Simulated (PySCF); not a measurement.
Ranking problems on computed properties.

Each SMILES stands for a single optimised conformer of the isolated species, non-relativistic unless stated. Electronic properties by PySCF.

Dipoles, sizes and rotational constants follow the conformer. The torsions of the flexible species, by atom-mapped SMILES:
- `[CH2:1]=[CH:2][CH:3]=[C:4]=[C:5]=[CH:6][C:7]([NH2:8])=[O:9]`: C1–C2–C3–C4 180°, C5–C6–C7–N8 0°, H–N8–C7–C6 1°, H–N8–C7–C6 180°
- `[CH2:1]=[N:2][c:3]1[cH:4][cH:5][c:6]([OH:7])[cH:8][cH:9]1`: C1–N2–C3–C4 -42°, H–O7–C6–C5 -179°
- `[CH3:1][C:2]#[C:3][C:4]#[C:5][C:6](=[O:7])[NH:8][CH3:9]`: C5–C6–N8–C9 179°
- `[H][P:3]([CH:2]=[CH2:1])([CH3:4])([CH3:5])[CH:6]=[CH2:7]`: C1–C2–P3–C4 -125°
- `[CH2:1]=[C:2]1[CH:3]=[CH:4][CH:5]=[C:6]1[NH:7][CH:8]=[O:9]`: C5–C6–N7–C8 0°, C6–N7–C8–O9 0°
- `[CH3:1][C:2](=[O:3])[c:4]1[cH:5][cH:6][cH:7][n:8][cH:9]1`: C1–C2–C4–C5 180°
- `[OH:1][c:2]1[cH:3][cH:4][c:5]([SH:6])[s:7]1`: H–O1–C2–C3 0°, H–S6–C5–C4 180°
- `[CH3:1]/[CH:2]=[P:3]\[CH2:4][CH:5]([CH3:6])[CH3:7]`: C2–P3–C4–C5 -174°, P3–C4–C5–C6 -172°

Question: Rank by smallest rotational constant, lowest first (GFN2-xTB).
A. `C=CC=C=C=CC(N)=O`
B. `C=C[PH](C)(C)C=C`
C. `[n+]1(ccncc1)C`
D. `CC#CC#CC(NC)=O`
E. `C=Nc1ccc(O)cc1`

Answer: D (0.465 GHz), A (0.538 GHz), E (0.872 GHz), B (1.330 GHz), C (1.875 GHz).

Question: Rank by dipole moment, highest first (PBE0/def2-SVPD at GFN2-xTB geometries).
A. `c1ncc(cc1)C(C)=O`
B. `C=CC=C=C=CC(N)=O`
C. `C=C1C=CC=C1NC=O`
D. `CC#CC#CC(=O)NC`

Answer: B (5.42 D), D (4.56 D), C (4.15 D), A (1.04 D).

Question: Rank by HOMO energy, lowest first (PBE0/def2-SVPD at GFN2-xTB geometries).
A. `C=NC1=CC=C(O)C=C1`
B. `Oc1ccc(S)s1`
C. `CC#CC#CC(=O)NC`
D. `C=C1C=CC=C1NC=O`

Answer: C (-7.21 eV), A (-6.18 eV), D (-5.99 eV), B (-5.78 eV).

Question: By how much do the two ends of that ranking differ?

Answer: By 1.43 eV, between `Oc1ccc(S)s1` and `CC#CC#CC(=O)NC`.

Question: Rank by static isotropic polarisability, lowest first (PBE0/def2-SVPD at GFN2-xTB geometries).
A. `C=C1C=CC=C1NC=O`
B. `CC(=O)c1cccnc1`
C. `C/C=P\CC(C)C`
D. `O=C(C=C=C=CC=C)N`
E. `CC#CC#CC(=O)NC`

Answer: B (88.8 au), A (96.8 au), C (101.3 au), E (111.2 au), D (126.7 au).

Question: By how much do the two ends of that ranking differ?

Answer: By 37.9 au, between `C=CC=C=C=CC(N)=O` and `CC(=O)c1cccnc1`.

Question: Rank by lowest singlet excitation, highest first (TDDFT PBE0/def2-SVPD at GFN2-xTB geometries).
A. `CC(=O)c1cccnc1`
B. `C=CC=C=C=CC(N)=O`
C. `C(C(C)C)/P=C\C`
D. `C(C(=O)NC)#CC#CC`
E. `Oc1ccc(S)s1`
F. `C=C1C=CC=C1NC=O`

Answer: C (4.59 eV), D (4.07 eV), E (3.95 eV), A (3.73 eV), B (3.35 eV), F (2.72 eV).

Question: Give the two extremes of that set as wavelengths.

Answer: `C=C1C=CC=C1NC=O`: 455 nm; `C/C=P\CC(C)C`: 270 nm.

Question: Rank by HOMO–LUMO gap, highest first (PBE0/def2-SVPD at GFN2-xTB geometries).
A. `C/C=P\CC(C)C`
B. `c1cc(ccc1N=C)O`
C. `Oc1ccc(S)s1`
D. `C=CC=C=C=CC(N)=O`
E. `CC#CC#CC(=O)NC`
F. `C1=CC=C(C1=C)NC=O`
G. `CC(=O)c1cccnc1`

Answer: E (5.74 eV), A (5.62 eV), G (5.46 eV), C (5.29 eV), B (5.12 eV), D (4.15 eV), F (3.78 eV).

Question: By how much do the two ends of that ranking differ?

Answer: By 1.96 eV, between `CC#CC#CC(=O)NC` and `C=C1C=CC=C1NC=O`.
